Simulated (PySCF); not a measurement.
Ga(I)(OH)2 (GaH2IO2), SMILES [OH][Ga]([I])[OH].

Geometry optimised at B3LYP-D3(BJ)/def2-SVP. The structure was generated by enumeration; whether it is a known compound was not checked. The def2 effective core potentials stand for the cores of I; spin–orbit coupling is left out. Other conformers were not sampled.

Two levels are set side by side: PBE/def2-TZVP (PySCF) and M06-2X/def2-TZVP (PySCF). Same geometry, gas phase. Differences are taken from unrounded values.

```tsv
quantity	M06-2X
orbital gap (eV)	8.44
highest occupied level (eV)	-9.18
lowest empty level (eV)	-0.74
dipole moment (D)	1.42
mean polarisability (bohr³)	61.9
```

What does PBE give, and how far is it from M06-2X? (Estimate from the structure and the level; the computed values follow.)


| quantity | PBE | PBE minus M06-2X |
|---|---|---|
| orbital gap (eV) | 4.35 | -4.09 |
| highest occupied level (eV) | -6.80 | 2.38 |
| lowest empty level (eV) | -2.45 | -1.71 |
| dipole moment (D) | 1.35 | -0.07 |
| mean polarisability (bohr³) | 67.6 | 5.7 |

PBE's occupied levels lie high since its potential decays too fast outside the molecule; exact exchange lowers them and widens the gap. PBE's more diffuse valence density responds more strongly to a field. Differences between two approximate levels are no errors against the true value.

Rough cost on one machine, each run with all the roots and properties that it gave: M06-2X against PBE about 4 times.
